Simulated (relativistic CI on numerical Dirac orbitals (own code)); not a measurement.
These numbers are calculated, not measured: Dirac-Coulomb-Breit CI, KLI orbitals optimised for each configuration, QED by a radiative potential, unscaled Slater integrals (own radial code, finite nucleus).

Configurations in the expansion (outside the closed core [Ar] 3d10): 4s²4p⁶4d, 4s²4p⁵4d², 4s²4p⁶4f, 4s4p⁶4d², 4s²4p⁵4d4f, 4s4p⁶4d4f, 4s²4p⁶5s, 4s²4p⁶5p, 4s²4p⁶5d, 4s²4p⁵4d5s, 4s²4p⁶5f, 4s²4p⁵4d5p, 4s²4p⁶5g, 4p⁶4d²4f, 4s²4p⁶6s, 4s4p⁶4f5s, 4s4p⁶4d5s, 4s²4p⁶6p, 4s²4p⁵4d5d, 4p⁶4d³, 4p⁵4d⁴, 4p⁵4d³4f, 4p⁶4d4f², 4p⁵4d²4f², 4p⁶4f³, 4p⁵4d4f³, 4p⁶4f²5s, 4s4p⁶4f², 4s4p⁵4f³. Double excitations out of closed p, d and f shells are left out; levels of such configurations are missing from the list, as are those of other unlisted configurations, and high levels can miss mixing partners. These lack a partner that the ground configuration has and come out too high: 4s²4p⁵4d5s, 4s²4p⁵4d5p, 4s²4p⁵4d5d, 4s²4p⁶5p, 4s²4p⁶5d.

At this charge energies of transitions that change n are usually good to better than 1 %, and those within a shell (Δn = 0) to a few per cent.

Outline of the computed level scheme of Pm XXV. Lowest level of each configuration: 4s²4p⁶4d ²D3/2 at 0.000 eV; 4s²4p⁵4d² ⁴D°1/2 at 104.607 eV; 4s²4p⁶4f ²F°7/2 at 141.544 eV.

Some strong electric-dipole decays among the lowest 45 levels: 4s²4p⁵4d² ²F°5/2 → 4s²4p⁶4d ²D3/2 (1.5e+12 s⁻¹); 4s²4p⁵4d² ²P°1/2 → 4s²4p⁶4d ²D3/2 (9.9e+11 s⁻¹); 4s²4p⁵4d² ²P°1/2 → 4s²4p⁶4d ²D3/2 (2.7e+11 s⁻¹); 4s²4p⁵4d² ⁴D°1/2 → 4s²4p⁶4d ²D3/2 (2.1e+11 s⁻¹); 4s²4p⁵4d² ²P°3/2 → 4s²4p⁶4d ²D5/2 (1.5e+11 s⁻¹); 4s²4p⁵4d² ²D°3/2 → 4s²4p⁶4d ²D3/2 (1.0e+11 s⁻¹); 4s²4p⁵4d² ⁴F°5/2 → 4s²4p⁶4d ²D5/2 (9.6e+10 s⁻¹); 4s²4p⁶4f ²F°7/2 → 4s²4p⁶4d ²D5/2 (7.1e+10 s⁻¹).

LS names give the leading component of a level, which can be under half, so a name can repeat, a term be missing and a line seem to break the LS rules.
